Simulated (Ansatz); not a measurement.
Reaction (ligand exchange at a B–C bond): `BC[O][Al]([F])[SH]` + `OC[AsH2]` → `B[AsH]CO` + `C[O][Al]([F])[SH]`

Program: Ansatz. Geometries: PBE0-D4/def2-TZVP. ΔE: electronic, gas phase. CCSD(T)/CBS adds triple-zeta CCSD(T) − MP2 to the extrapolated MP2 energy (def2 sets, frozen cores). This one scheme is used for every species. DFT in def2-TZVPP. For As outer-core shells are correlated without core-valence functions, which leaves a few kJ/mol of doubt a bond. Scalar relativity is left out up to krypton. Each species was taken in one conformer, which may not be the lowest.

```csv
level,ΔE (kcal/mol)
PBE-D4,-5.3
ωB97X-V,-5.2
```

(1) What does CCSD(T)/CBS give? (An estimate is asked.)

Largest T1 diagnostic among the species: 0.013.

Answers

(1) Computed: -6.7 kcal/mol. The listed levels differ from it by 1.4, 1.5 kcal/mol.

In def2-TZVPP, CCSD(T) changes the Hartree–Fock value by −1.2 kcal/mol (the triples alone add −0.2 kcal/mol) and MP2 by −2.3 kcal/mol.
